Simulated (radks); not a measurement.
Task: These are the eigenvalues of the occupied orbitals of an atom or ion with whole-number occupations (eV). All-electron calculation, scalar-relativistic Kohn-Sham, PBEsol, spin-unpolarised, spherical densities, finite nucleus; Fermi nuclear charge, rms radius of each element as measured or else 0.836 A^(1/3) + 0.57 fm. Program: a radial shooting solver on a logarithmic mesh with Libxc functionals.

orbital  eigenvalue
1s        -66395.33
2s        -16124.01
2p        -15112.48

Which element is it, and in what charge state? The configuration may be excited.

Result: Z = 69, thulium, charge +64: Tm64+ in [He] 2s2 2p1. The list shows which subshells hold electrons but not how many an open one holds; the 1s level, -2440 hartree, gives Z - s = 69.9 by -(Z - s)^2/2, which with screening and relativity narrows Z to a few neighbours, and the depths of the outer levels then fix element, charge and occupations together.
